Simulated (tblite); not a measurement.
Compound: C₄H₄F₂S.
Atom-mapped SMILES: `[F:1][CH:2]([F:3])[CH2:4][CH:5]=[C:6]=[S:7]` (hydrogens: H8 on C2; H9, H10 on C4; H11 on C5)

Computed with GFN2-xTB (tblite), gas phase: Langevin dynamics at 400 K from the optimised GFN2-xTB geometry, time step 0.5 fs, friction 0.01 fs⁻¹, 2000 steps.

The start geometry, which sets the zero of energy:
```
atom  x, y, z in Å
F1     -0.678    1.850   -0.202
C2     -1.291    0.648   -0.105
F3     -1.680    0.523    1.187
C4     -0.348   -0.486   -0.501
C5      0.868   -0.507    0.387
C6      2.076   -0.258   -0.018
S7      3.531   -0.004   -0.503
H8     -2.201    0.686   -0.724
H9     -0.059   -0.343   -1.542
H10    -0.899   -1.425   -0.403
H11     0.687   -0.682    1.439
```

**Question.** These frames come from the run, each turned onto the start geometry. Order them by potential energy, lowest first.
A.
```
atom  x, y, z in Å
F1     -0.629    1.782    0.035
C2     -1.291    0.623   -0.135
F3     -1.938    0.491    1.066
C4     -0.344   -0.515   -0.433
C5      0.908   -0.550    0.373
C6      2.072   -0.200   -0.062
S7      3.519   -0.040   -0.582
H8     -2.083    0.753   -0.891
H9     -0.113   -0.344   -1.505
H10    -0.939   -1.398   -0.293
H11     0.844   -0.599    1.440
```
B.
```
atom  x, y, z in Å
F1     -0.740    1.867   -0.191
C2     -1.264    0.654   -0.110
F3     -1.714    0.571    1.170
C4     -0.327   -0.518   -0.502
C5      0.848   -0.543    0.420
C6      2.087   -0.370    0.020
S7      3.446    0.018   -0.567
H8     -2.231    0.674   -0.691
H9      0.067   -0.287   -1.562
H10    -0.911   -1.437   -0.449
H11     0.744   -0.628    1.477
```
C.
```
atom  x, y, z in Å
F1     -0.518    1.973   -0.320
C2     -1.180    0.741   -0.143
F3     -1.672    0.676    1.087
C4     -0.454   -0.546   -0.412
C5      0.839   -0.643    0.428
C6      1.988   -0.115    0.032
S7      3.309    0.454   -0.542
H8     -2.042    0.760   -0.880
H9     -0.029   -0.561   -1.390
H10    -1.073   -1.380   -0.126
H11     0.837   -1.357    1.280
```
D.
```
atom  x, y, z in Å
F1     -0.548    1.751    0.149
C2     -1.260    0.609   -0.119
F3     -2.007    0.492    0.991
C4     -0.359   -0.589   -0.394
C5      0.890   -0.489    0.316
C6      2.083   -0.203   -0.069
S7      3.470    0.165   -0.621
H8     -1.910    0.994   -0.954
H9     -0.195   -0.559   -1.479
H10    -0.927   -1.482   -0.185
H11     0.769   -0.686    1.380
```
E.
```
atom  x, y, z in Å
F1     -0.382    1.870   -0.257
C2     -1.159    0.725   -0.105
F3     -1.527    0.595    1.123
C4     -0.447   -0.590   -0.463
C5      0.837   -0.666    0.307
C6      1.948   -0.033    0.028
S7      3.407    0.424   -0.409
H8     -2.012    0.759   -0.754
H9     -0.218   -0.605   -1.523
H10    -1.098   -1.457   -0.264
H11     0.658   -1.020    1.331
```

**Answer.** A (0.169 eV), B (0.253 eV), D (0.314 eV), E (0.381 eV), C (0.466 eV).

In the order of the answer:

```json
{"t (fs)": "100", "E above start (eV)": "0.169", "largest force (eV/Å)": "1.37", "rms force component (eV/Å)": "0.436", "rms distance from start (Å)": "0.156", "rms bond change (Å)": "0.014", "bond most changed (Å)": "C4–H9 +0.020"}
{"t (fs)": "25", "E above start (eV)": "0.253", "largest force (eV/Å)": "1.98", "rms force component (eV/Å)": "0.758", "rms distance from start (Å)": "0.080", "rms bond change (Å)": "0.027", "bond most changed (Å)": "C4–H9 +0.065"}
{"t (fs)": "175", "E above start (eV)": "0.314", "largest force (eV/Å)": "2.64", "rms force component (eV/Å)": "0.766", "rms distance from start (Å)": "0.260", "rms bond change (Å)": "0.025", "bond most changed (Å)": "C4–C5 -0.066"}
{"t (fs)": "550", "E above start (eV)": "0.381", "largest force (eV/Å)": "2.78", "rms force component (eV/Å)": "0.856", "rms distance from start (Å)": "0.270", "rms bond change (Å)": "0.030", "bond most changed (Å)": "C2–F3 -0.067"}
{"t (fs)": "625", "E above start (eV)": "0.466", "largest force (eV/Å)": "2.85", "rms force component (eV/Å)": "0.880", "rms distance from start (Å)": "0.328", "rms bond change (Å)": "0.031", "bond most changed (Å)": "F1–C2 +0.057"}
```

What follows is the cost of the whole dynamics run. Hardware: Arm Neoverse N1, one thread, shared host with 64 logical CPUs at a one-minute load of 52. Cost: 15 s wall, 0.18 GiB resident at most.
